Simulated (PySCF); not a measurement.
Frontier levels across methods

Species: C4H10Si.
Cartesian coordinates in Å at the PBE0-D3(BJ)/def2-SVP level; atoms count from 1:
```
atom  x, y, z in Å
C1     2.181    0.568    0.374
Si2    0.401    0.630   -0.215
C3    -1.028    0.230    0.968
C4    -1.656   -0.564   -0.208
C5    -0.397   -0.866   -1.064
H6     2.405    1.426    1.028
H7     2.375   -0.355    0.942
H8     2.881    0.601   -0.476
H9     0.164    1.903   -0.972
H10   -0.691   -0.449    1.770
H11   -1.652    1.014    1.420
H12   -2.340    0.091   -0.773
H13   -2.241   -1.452    0.088
H14   -0.543   -0.921   -2.152
H15    0.088   -1.800   -0.734
```

Basis pcSseg-1 throughout (PySCF), one geometry. The structure is a single PBE0-D3(BJ)/def2-SVP conformer in the gas phase; no vibrational or solvent corrections.

How do the orbital energies, the gap and the dipole change with the method?

| method | kind | HOMO (eV) | LUMO (eV) | gap (eV) | μ (D) | SCF cycles |
| --- | --- | --- | --- | --- | --- | --- |
| B97-2 | global hybrid | -7.39 | 1.25 | 8.64 | 0.66 | 12 |
| PBE0 | global hybrid | -7.63 | 1.24 | 8.87 | 0.66 | 12 |
| mPW1PW91 | global hybrid | -7.66 | 1.26 | 8.92 | 0.65 | 12 |
| BHandHLYP | global hybrid | -8.79 | 2.11 | 10.90 | 0.66 | 12 |
| CAM-B3LYP | range-separated hybrid | -8.98 | 2.25 | 11.23 | 0.66 | 12 |
| wB97X-D | range-separated hybrid | -9.49 | 3.00 | 12.49 | 0.66 | 12 |
| LC-wPBE | range-separated hybrid | -10.33 | 3.45 | 13.78 | 0.67 | 12 |

The HOMO spans 2.94 eV, from B97-2 down to LC-wPBE, and the gap runs from 8.64 eV (B97-2) to 13.78 eV (LC-wPBE). Over the methods B97-2 (21 %), PBE0 (25 %), mPW1PW91 (25 %), BHandHLYP (50 %), a straight line through the gap against the share of exact exchange rises by 0.79 eV for each 10 % (correlation coefficient 0.999). The dipole ranges from 0.65 D (mPW1PW91) to 0.67 D (LC-wPBE). This basis has no diffuse functions.
